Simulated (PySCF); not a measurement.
A GIAO shielding run with PySCF 2.14.0 with density-fitted response routines (density fitting, non-relativistic, gas phase) on `C[C@@H]1[C@@H](F)[C@]12CC[SiH2]CS2`, C7H13FSSi:

```
$ OMP_NUM_THREADS=1 python probes_run.py task.json out

{"job": {"kind": "nmr", "xc": "PBE0", "basis": "pcSseg-1"}, "charge": 0, "multiplicity": 1}
C      3.057963     0.057514    -0.006737
C      1.818394     0.881197     0.232876
C      0.840312     0.519830     1.303348
F      0.331187     1.497675     2.105271
C      0.423231     0.421846    -0.138145
C      0.143046    -0.938858    -0.735300
C     -1.149937    -1.547920    -0.186492
Si    -2.675684    -0.459731    -0.530229
C     -2.205974     1.300314     0.012332
S     -0.627292     1.740205    -0.791234
H      3.890968     0.481619     0.549994
H      2.922544    -0.971263     0.317704
H      3.315365     0.058910    -1.064179
H      1.972606     1.946684     0.104230
H      0.974397    -0.390876     1.877669
H      0.980608    -1.609487    -0.527568
H      0.068957    -0.827864    -1.819716
H     -1.285406    -2.536952    -0.625568
H     -1.038677    -1.699168     0.889419
H     -2.953363    -0.438170    -1.968684
H     -3.819726    -0.929757     0.255230
H     -2.073218     1.421553     1.085457
H     -2.915052     2.049682    -0.329598
```

Hardware: 1 thread of an Arm Neoverse V2, shared host. The job also computes population analyses, field gradients, ring-centre shieldings.

Task: How large is the calculation?

Result: 94 electrons, 249 basis functions and 1334 auxiliary functions.

Task: How long does it take, and how much memory does it need?

Result: 65 s of wall time, with 14 SCF cycles and 5 response iterations; peak memory 1.2 GiB. Times on a shared host scatter by some tens of per cent.
